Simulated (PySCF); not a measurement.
# Complete the spectrum of C7H13P

Compound: C7H13P.
SMILES: `C=C[C@@H]1CP1C(C)C`

Method used: TDDFT CAM-B3LYP/def2-SVPD, vertical, gas phase, core orbitals frozen in the response (PySCF 2.14.0, density-fitted response routines). The structure is a single PBE0-D3(BJ)/def2-SVP conformer in the gas phase; no vibrational or solvent corrections.

Orbital energies (eV): HOMO-3 -10.32, HOMO-2 -9.49, HOMO-1 -8.42, HOMO -7.94, LUMO 0.89, LUMO+1 1.33, LUMO+2 1.55.

Lowest singlets, with some entries withheld (?).

| state | E (eV) | f | main configurations (H = HOMO, L = LUMO) |
| --- | --- | --- | --- |
| S1 | 5.98 | 0.222 | H→L (59%), H-1→L (34%) |
| S2 | 6.17 | 0.167 | H-1→L (56%), H→L (33%) |
| S3 | 6.46 | 0.0072 | H→L+2 (76%) |
| S4 | 6.64 | 0.041 | H→L+1 (59%), H→L+3 (29%) |
| S5 | 6.96 | 0.107 | H-1→L+1 (30%), H-1→L+2 (22%), H-2→L (19%) |
| S6 | ? | 0.015 | H→L+3 (33%), H-1→L+1 (22%), H→L+2 (10%) |
| S7 | ? | 0.156 | H→L+4 (22%), H-1→L+2 (21%), H-1→L+3 (19%) |
| S8 | ? | 0.0025 | H→L+4 (54%) |
| S9 | ? | 0.041 | H-2→L (42%), H-1→L+3 (22%), H-1→L+1 (17%) |
| S10 | ? | 0.038 | H-1→L+3 (36%), H-1→L+2 (29%), H-2→L (23%) |

Fill in the withheld entries.

- S6: E = 7.04 eV
- S7: E = 7.10 eV
- S8: E = 7.20 eV
- S9: E = 7.27 eV
- S10: E = 7.45 eV

What is the vertical ionisation energy by ΔSCF at this level?

8.55 eV; −ε(HOMO) is 7.94 eV.

How far apart are S7 and S8, in eV and cm⁻¹?

7.197 − 7.105 = 0.092 eV, or about 740 cm⁻¹.

Where do the lowest triplets lie (Tamm–Dancoff)?

T1 4.04 eV, H→L (67%), H→L+3 (10%); T2 5.14 eV, H-1→L (59%); T3 5.43 eV, H-2→L (21%), H-1→L (12%), H→L (10%); T4 5.80 eV, H-1→L+2 (30%), H-1→L+7 (17%), H-1→L+1 (10%). E(S1) − E(T1) = +1.95 eV.
